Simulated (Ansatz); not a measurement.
Stepwise reaction of `[O]=[Ta]([OH])([OH])[F]` with hydrogen fluoride, as a gas-phase model of exchange steps in deposition or etching. ΔE in kJ/mol; ΔG adds harmonic PBE0-D4 terms to CCSD(T)/CBS, at 1 bar.

Calculated with Ansatz (gas phase, PBE0-D4/def2-TZVP geometries, no zero-point term in ΔE). CCSD(T)/CBS adds triple-zeta CCSD(T) − MP2 to the extrapolated MP2 energy (def2 sets, frozen cores). This one scheme is used for every species. DFT in def2-TZVPP. B3LYP here is the variant with VWN-RPA as its local correlation; programs differ in this. def2 core potentials past Kr. For Ta outer-core shells are correlated without core-valence functions, which leaves a few kJ/mol of doubt a bond. One conformer a species, not always the lowest.

```json
{"step": "2", "reaction": "`[O]=[Ta]([OH])([F])[F]` + H–F → `[O]=[Ta]([F])([F])[F]` + H₂O", "PBE-D4": "-26.2", "B3LYP-D4": "-24.7", "ωB97M-V": "-25.5", "CCSD(T)/CBS": "-20.3", "ΔG(400 K)": "-18.0"}
```

**Question.** Give the row of step 1, `[O]=[Ta]([OH])([OH])[F]` + H–F → `[O]=[Ta]([OH])([F])[F]` + H₂O. (An estimate is asked.)

**Answer.** Ansatz gave: 
```tsv
step	reaction	PBE-D4	B3LYP-D4	ωB97M-V	CCSD(T)/CBS	ΔG(400 K)
1	`[O]=[Ta]([OH])([OH])[F]` + H–F → `[O]=[Ta]([OH])([F])[F]` + H₂O	-33.2	-32.0	-32.5	-27.1	-27.5
```

**Question.** By hand: ΔE of the 2 steps together at CCSD(T)/CBS.

**Answer.** (-27.1) + (-20.3) = -47.4 kJ/mol, or -23.7 kJ/mol a step.

In ΔE each step is higher than the one before. All are downhill at CCSD(T)/CBS. ΔG lies between -27.5 and -18.0 kJ/mol a step. PBE-D4 differs from CCSD(T)/CBS by -6.1 to -5.9 kJ/mol a step. Isolated molecules leave out the surface, adducts and barriers. Largest T1 diagnostic: 0.020.
